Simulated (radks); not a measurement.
Q: Ar IX, configuration [Ne]. Calculated with a radial shooting solver on a logarithmic mesh with Libxc functionals: Dirac Kohn-Sham, PBEsol, spin-unpolarised, spherical densities, finite nucleus; Fermi nuclear charge, rms radius 3.4274 fm. Some entries of the table are withheld. Estimate them.

orbital  occ.  eigenvalue (hartree)  <r> (bohr)
1s1/2       2             -120.9199     0.08577
2s1/2       2             -16.92489         (1)
2p1/2       2                   (2)         (3)
2p3/2       4                   (4)         (5)

A: 
(1) 2s1/2 <r> (bohr): 0.4090
(2) 2p1/2 eigenvalue (hartree): -14.57083
(3) 2p1/2 <r> (bohr): 0.3682
(4) 2p3/2 eigenvalue (hartree): -14.48604
(5) 2p3/2 <r> (bohr): 0.3704
